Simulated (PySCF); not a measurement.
An excited-state job on `N#CCC(C#N)C#N`.

Method: TDDFT wB97X-D/def2-SVPD, vertical, gas phase, core orbitals frozen in the response (PySCF 2.14.0, density-fitted response routines). Geometry: GFN2-xTB. The input is one job of a driver script: a line of settings, then coordinates in Å.

Input:
```
{"job": {"kind": "uv", "xc": "wB97X-D", "basis": "def2-SVPD", "nstates": 8, "ntriplets": 3}, "charge": 0, "multiplicity": 1}
N     -2.834970     0.234175     0.874004
C     -1.906850    -0.037116     0.267736
C     -0.713853    -0.391717    -0.463809
C      0.542787    -0.097402     0.391270
C      0.705755     1.333240     0.583720
N      0.828158     2.459908     0.710528
C      1.724732    -0.614296    -0.274074
N      2.637463    -1.028132    -0.818851
H     -0.752373    -1.458434    -0.706139
H     -0.679043     0.178932    -1.397140
H      0.453618    -0.576489     1.376653
```

Q: Estimate the output.

A: 
```
coarse grid: 10480 points
cycle   1  E = -355.8508399634  dE =  1.484e+00  |g| = 9.337e-01  |ddm| = 4.660e+00
cycle   2  E = -355.4153019639  dE =  4.355e-01  |g| = 1.745e+00  |ddm| = 3.155e+00
cycle   3  E = -356.0773231187  dE = -6.620e-01  |g| = 7.085e-02  |ddm| = 2.224e+00
cycle   4  E = -356.0782937563  dE = -9.706e-04  |g| = 4.334e-02  |ddm| = 2.770e-01
cycle   5  E = -356.0786529134  dE = -3.592e-04  |g| = 1.562e-02  |ddm| = 7.259e-02
cycle   6  E = -356.0787043347  dE = -5.142e-05  |g| = 4.606e-03  |ddm| = 2.883e-02
cycle   7  E = -356.0787099172  dE = -5.582e-06  |g| = 9.137e-04  |ddm| = 1.267e-02
final grid: 105136 points
cycle   8  E = -356.1290113812  dE = -6.104e-05  |g| = 5.969e-03  |ddm| = 1.555e-01
cycle   9  E = -356.1290012441  dE =  1.014e-05  |g| = 9.220e-03  |ddm| = 2.039e-02
cycle  10  E = -356.1290187823  dE = -1.754e-05  |g| = 9.423e-04  |ddm| = 1.012e-02
cycle  11  E = -356.1290189744  dE = -1.921e-07  |g| = 3.282e-04  |ddm| = 1.824e-03
cycle  12  E = -356.1290190006  dE = -2.617e-08  |g| = 1.063e-04  |ddm| = 9.077e-04
cycle  13  E = -356.1290190029  dE = -2.359e-09  |g| = 3.427e-05  |ddm| = 1.741e-04
cycle  14  E = -356.1290190033  dE = -3.653e-10  |g| = 5.822e-06  |ddm| = 1.224e-04
converged SCF energy = -356.1290190033

Static polarisability (au): isotropic 66.018, principal 49.467 64.909 83.679

Singlet excitations
state   eV       nm        f      main configurations
  1   7.6688    161.7   0.00241   H->L 0.33, H-3->L 0.18, H->L+1 0.12
  2   7.7685    159.6   0.00098   H-1->L+2 0.38, H-1->L 0.11, H-1->L+5 0.08
  3   7.8413    158.1   0.00032   H-2->L 0.19, H-2->L+1 0.16, H-4->L 0.12
  4   8.0968    153.1   0.00552   H-2->L 0.24, H-2->L+1 0.14, H-4->L+1 0.11
  5   8.1120    152.8   0.01049   H->L+1 0.19, H->L+2 0.16, H-1->L+4 0.08
  6   8.1589    152.0   0.00128   H-3->L 0.18, H->L+1 0.12
  7   8.1782    151.6   0.00068   H-2->L+1 0.21, H-4->L 0.20
  8   8.2490    150.3   0.00333   H-2->L+3 0.17, H-5->L+1 0.12

Triplet excitations (Tamm-Dancoff, eV): 6.4867 6.4983 6.5719
```

The SCF starts on a coarse grid where the log names one; the energy can jump when the final grid takes over, and dE then counts from the start density on the new grid. H and L stand for HOMO and LUMO; the number after each pair is its weight.

Q: Give the mean polarisability as a volume in Å³, and the ratio of the largest to the smallest principal value.

A: 66.018 au × 0.148185 = 9.78 Å³; 83.679/49.467 = 1.69.

In short: HOMO -12.27 eV, LUMO 0.72 eV; lowest singlet 7.67 eV; lowest triplet 6.49 eV (Tamm–Dancoff); mean polarisability 66.0 au.

Q: Estimate the wall time. Hardware: one thread of an Arm Neoverse V1, on a shared host.

A: About 37 s.

One conformer stands for the species.
Labels such as C1 count atoms from 1, the log's own numbers from 0.

The pairwise dispersion term of wB97X-D wasn't added to the energies; at a given geometry it leaves orbitals and properties as they are.
